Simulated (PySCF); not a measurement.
## Levels of O⁵⁺ from EOM-EA-GCCSD

Reference: closed-shell O⁶⁺, 1s2; one electron is added. Calculated with PySCF 2.14, two-component X2C-1e with screened spin-orbit coupling, an uncontracted even-tempered set (17 s from 0.2 bohr⁻², ratio 2.6; 10 p from 0.26 bohr⁻², ratio 2.6; 7 d from 0.26 bohr⁻², ratio 2.8; 3 f from 16 bohr⁻², ratio 2.8); frozen nothing; the 28 highest virtual spinors dropped; of the others 52 kept and the rest restored at second order. No Breit or QED terms. Binding energies in eV.

```
level  Koopmans  second order  EOM-CCSD
2s1/2    137.98        138.12    138.12
2p1/2    125.93        126.17    126.17
2p3/2    125.85        126.08    126.09
3d3/2    54.419        54.429    54.429
3d5/2    54.412        54.422    54.423
```

Electric-dipole lines between these computed levels:

| lower | upper | ΔE (eV) | vacuum wavelength (nm) |
| --- | --- | --- | --- |
| 2s1/2 | 2p1/2 | 11.948 | 103.8 |
| 2s1/2 | 2p3/2 | 12.032 | 103.0 |
| 2p1/2 | 3d3/2 | 71.742 | 17.28 |
| 2p3/2 | 3d3/2 | 71.658 | 17.30 |
| 2p3/2 | 3d5/2 | 71.665 | 17.30 |

Quantum defects δ = n − Z_c √(13.6057 eV / E) with Z_c = 6: 2s1/2 0.117, 2p1/2 0.030, 2p3/2 0.029, 3d3/2 0.000, 3d5/2 0.000.

For comparison, the ionisation energy of O⁵⁺ is 138.12 eV (semi-empirical (NIST evaluation); NIST Atomic Spectra Database, ionization energies).

Only part of the computed levels is shown.

The screened spin-orbit operator tends to give fine-structure splittings of light species too large.

The highest levels are limited by the diffuse functions of the basis.
